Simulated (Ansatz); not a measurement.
`C[N](C)[InH2]` + arsine → `[AsH2][InH2]` + dimethylamine at 500 K and 1 bar (ligand exchange at the In–N bond).

Calculated with Ansatz (gas phase, PBE0-D4/def2-TZVP geometries, no zero-point term in ΔE). CCSD(T)/CBS is the MP2 limit (def2-TZVPP, def2-QZVPP) plus CCSD(T) − MP2 in def2-TZVPP, frozen cores. Elements past krypton have def2 core potentials. For As, In outer-core shells are correlated without core-valence functions, which leaves a few kJ/mol of doubt a bond. Scalar relativity is left out up to krypton.

```
        species  CCSD(T)/CBS energy (Eh)  H − E (kJ/mol)  S (J/(mol·K))
`C[N](C)[InH2]`               -325.40049           291.6          403.4
       `[AsH3]`              -2236.79077            76.6          245.1
 `[AsH2][InH2]`              -2427.20683           104.5          359.7
          `CNC`               -135.00321           273.8          313.8
```

H − E and S are ideal-gas, rigid-rotor, harmonic terms from PBE0-D4/def2-TZVP. 1 Eh = 2625.50 kJ/mol, R = 8.31446 J/(mol·K).

Problem. By hand: ΔE, ΔH, ΔS and ΔG.

Solution. ΔE = (-2427.20683) + (-135.00321) − (-325.40049) − (-2236.79077) = -0.01878 Eh = -49.3 kJ/mol. Δ(H − E) = 104.5 + 273.8 − 291.6 − 76.6 = 10.1, so ΔH = -39.2 kJ/mol. ΔS = 359.7 + 313.8 − 403.4 − 245.1 = 25.0 J/(mol·K). ΔG = -39.2 − 500 × (25.0)/1000 = -51.7 kJ/mol.

Problem. By hand: the equilibrium constant, and the temperature at which ΔG would vanish if ΔH and ΔS stayed fixed.

Solution. log₁₀ K = −ΔG/(RT ln 10) = 5.4. ΔH and −TΔS have one sign here, so there is no such temperature.

ΔH outweighs TΔS. A doubt of 5 kJ/mol in ΔE shifts log₁₀ K by 0.5 here. These are equilibria of isolated gas molecules and say nothing of rates. Largest T1 diagnostic: 0.017 (customary marks: 0.02 for closed shells, 0.045 for open ones).
